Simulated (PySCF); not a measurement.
InI3, SMILES [I][In]([I])[I]. Geometry: r2SCAN-D4/def2-SVP. The isomer is the one that the SMILES or the coordinates give; other isomers of the formula were not compared. The def2 effective core potentials stand for the cores of I, In; spin–orbit coupling is left out.

Computed equilibrium geometry at r2SCAN-D4/def2-SVP (PySCF confirms it by a frequency run) as a Z-matrix, and its point group:
point group D3h.
```
In
I 1 2.6635
I 1 2.6635 2 120.00
I 1 2.6635 2 120.00 3 180.00
```
